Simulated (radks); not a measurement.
Results of a calculation; reference values are marked as such.
Task: Radial electron density D(r) = 4 pi r^2 rho(r) of an atom or ion with 16 electrons. Level of theory: scalar-relativistic Kohn-Sham, PBE, spin-unpolarised, spherical densities, finite nucleus; Fermi nuclear charge, rms radius of each element as measured or else 0.836 A^(1/3) + 0.57 fm (a radial shooting solver on a logarithmic mesh with Libxc functionals).

```
   r/bohr * D(r) (the largest magnitude, 18.4, reaches the edge; | marks zero)
 0.003137 |*
 0.003652 |*
 0.004252 | *
  0.00495 | *
 0.005762 |  *
 0.006708 |   *
  0.00781 |    *
 0.009165 |     *
  0.01067 |       *
  0.01242 |          *
  0.01446 |             *
  0.01683 |                *
   0.0196 |                    *
  0.02281 |                         *
  0.02656 |                              *
  0.03092 |                                   *
  0.03599 |                                         *
   0.0419 |                                              *
  0.04878 |                                                  *
  0.05725 |                                                     *
  0.06664 |                                                      *
  0.07758 |                                                     *
  0.09032 |                                                 *
   0.1051 |                                             *
   0.1224 |                                        *
   0.1425 |                                    *
   0.1659 |                                   *
   0.1931 |                                     *
   0.2248 |                                         *
   0.2617 |                                               *
   0.3047 |                                                   *
   0.3547 |                                                    *
   0.4163 |                                                *
   0.4846 |                                        *
   0.5642 |                              *
   0.6568 |                    *
   0.7646 |            *
   0.8901 |         *
    1.036 |        *
    1.206 |        *
    1.404 |         *
    1.635 |        *
    1.903 |       *
    2.216 |    *
     2.58 |  *
    3.027 | *
    3.524 |*
    4.103 *
    4.776 *
     5.56 *
    6.473 *
    7.535 *
    8.772 *
    10.21 *
    11.89 *
    13.84 *
    16.11 *
    18.91 *
    22.01 *
    25.63 *
    29.83 *
    34.73 *
```

What is the nuclear charge?

Result: Z = 16. The innermost maximum, from 1s, lies near gamma/Z bohr with gamma = sqrt(1 - (Z/c)^2) = 0.993, here 0.0621 bohr (found: 0.0656), and its height grows with Z. The density is that of neutral sulfur in [Ne] 3s2 3p3 5p1; the configuration itself is not fixed sharply by these data, and Z only to about a unit. D(r) has 4 maxima, at r = 0.0656, 0.341, 1.43, 15.6 bohr, and minima at 0.163, 1.02 bohr, inside which lie 2.18, 10.38 electrons.
